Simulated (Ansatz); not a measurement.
`[F][Ge]([F])([Br])[Br]` → 2 Br• + 2 F• + Ge•  (atomization)

Gas-phase electronic energies from Ansatz, PBE0-D4/def2-TZVP geometries. CCSD(T)/CBS is the MP2 limit (def2-TZVPP, def2-QZVPP) plus CCSD(T) − MP2 in def2-TZVPP, frozen cores. This one scheme is used for every species, atoms too. DFT in def2-TZVPP. B3LYP here is the variant with VWN-RPA as its local correlation; programs differ in this. HSE06 is defined as in plane-wave codes. Open shells (•) are unrestricted, without spin–orbit coupling. Spin–orbit coupling would lower the free atoms: a little for F; clearly for Br, Ge. Bonds to Br, Ge are less sure, by a few kJ/mol each and by 10 to 20 or more in all where they break to atoms, as the def2 sets lack core-valence functions. Scalar relativity is left out up to krypton.

| level | ΔE (kJ/mol) | difference from CCSD(T)/CBS |
| --- | --- | --- |
| PBE-D4 | 1610.2 | 25.3 |
| revPBE-D4 | 1542.3 | -42.6 |
| BLYP-D4 | 1541.0 | -43.9 |
| r2SCAN-D4 | 1589.5 | 4.6 |
| PBE0-D4 | 1551.6 | -33.3 |
| B3LYP-D4 | 1523.1 | -61.8 |
| r2SCANh-D4 | 1563.8 | -21.1 |
| r2SCAN0-D4 | 1527.6 | -57.3 |
| HSE06-D4 | 1552.9 | -32.0 |
| BHLYP-D4 | 1454.4 | -130.5 |
| CAM-B3LYP-D4 | 1540.6 | -44.3 |
| ωB97X-V | 1572.5 | -12.4 |
| ωB97M-V | 1544.0 | -40.9 |
| B2PLYP | 1533.3 | -51.6 |
| PBE-QIDH | 1561.8 | -23.1 |
| PBE | 1592.8 | 7.9 |
| revPBE | 1501.6 | -83.3 |
| r2SCAN | 1585.8 | 0.9 |
| PBE0 | 1536.7 | -48.2 |
| B3LYP | 1494.3 | -90.6 |
| r2SCANh | 1559.6 | -25.3 |
| r2SCAN0 | 1522.9 | -62.0 |
| HSE06 | 1538.6 | -46.3 |
| BHLYP | 1427.5 | -157.4 |
| CAM-B3LYP | 1524.9 | -60.0 |
| LC-ωPBE | 1543.9 | -41.0 |
| RPA@PBE/def2-TZVPP | 1373.4 | -211.5 |
| HF/def2-SVP | 1029.5 | -555.4 |
| MP2/def2-SVP | 1524.0 | -60.9 |
| CCSD/def2-SVP | 1401.6 | -183.3 |
| CCSD(T)/def2-SVP | 1428.5 | -156.4 |
| HF/def2-TZVPP | 1062.2 | -522.7 |
| MP2/def2-TZVPP | 1631.4 | 46.5 |
| CCSD/def2-TZVPP | 1489.3 | -95.6 |
| CCSD(T)/def2-TZVPP | 1533.3 | -51.6 |
| HF/def2-QZVPP | 1065.3 | -519.6 |
| MP2/def2-QZVPP | 1662.1 | 77.2 |
| SCS-MP2/def2-QZVPP | 1598.3 | 13.4 |
| MP2/CBS(def2) | 1683.0 | 98.1 |
| CCSD/CBS(def2) | 1540.9 | -44.0 |
| CCSD(T)/CBS | 1584.9 | 0 |

Largest T1 diagnostic among the species: 0.010.

From BLYP to BHLYP (50 % exact exchange), in def2-TZVPP and without D4, ΔE moves by −76.6 kJ/mol: exact exchange takes away binding that semilocal exchange gives to molecules. In def2-TZVPP, CCSD(T) changes the Hartree–Fock value by +471.0 kJ/mol (the triples alone add +44.0 kJ/mol) and MP2 by +569.2 kJ/mol; breaking electron pairs costs correlation energy, which Hartree–Fock lacks. Leaving LDA and LC-ωPBE aside and taking each functional with its dispersion term where it has one, the values spread over 155.8 kJ/mol, from BHLYP-D4 to PBE-D4. LDA lies +280.8 kJ/mol from PBE without D4, its usual overbinding.

For atomizations the MP2-based limit and the directly extrapolated one differ by several kJ/mol either way, and by 10 to 25 for some Ge, Se and Sn compounds, so smaller differences from it don't rank the levels.
